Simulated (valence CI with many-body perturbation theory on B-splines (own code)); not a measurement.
## Questions on In7+

Computed by relativistic CI+MBPT: six valence electrons over a frozen Dirac-Fock core [Kr], a basis of 7 s, 7 p, 8 d, 6 f, 4 g, 1 h functions for each j, with the one-electron correlation potential Σ1, the two-electron term Σ2, the three-electron term Σ3, Breit, model QED; selected CI, second order for the rest, scaled by the run's own slope (own B-spline code, finite nucleus).

No measured spectrum was set against this ion. As an estimate, terms of the open shell hold to 2 to 4 % of their energy, and close levels can change places; different configurations can be misplaced against each other by 1,000 to 8,000 cm⁻¹. Among the levels kept, up to 740 cm⁻¹ of a level comes from second order outside the variational space, and about a tenth of that is noise between levels of different J, which matters for small intervals. Only levels of the ground parity were solved; by the run's estimate the other parity begins above the list, which can be wrong where configurations are misplaced.

Names give the largest LS component (configuration and term), which can be under half, so a name can repeat, a term be missing and a line seem to break the LS rules; names also repeat where a configuration has a term twice.

Rates and lifetimes use the calculated energies. Strong lines usually hold to 10 to 20 %, long lifetimes can be off by a factor of two.

Question: What is the ground level?

Answer: 4d6 5D_4, composition 93 % 4d6 5D + 5 % 4d6 3F, g = 1.486.

Question: Name the longest-lived excited levels whose lifetime is computed, and their main decay.

Answer: 4d6 3H_6 at 24733 cm⁻¹ lives 11300 s, mostly by E2 to 4d6 5D_4.

Question: How well does LS coupling describe the low levels?

Answer: Among the lowest 20 levels the leading LS term, summed over configurations, holds 77 % on average. For single configurations the figures are 76 % in LS and 62 % in jj coupling. Terms mix most in the J = 4 level at 22925 cm⁻¹, where the leading one holds 35 %.

Question: What is the ionisation energy?

Answer: 130.49 eV; NIST lists 130.1 ± 2.1 eV (theoretical).

Question: How is the term 5D of the ground level split?

Answer: J = 4 at 0.0, J = 3 at 4088, J = 2 at 5663, J = 1 at 7218, J = 0 at 7848 cm⁻¹.
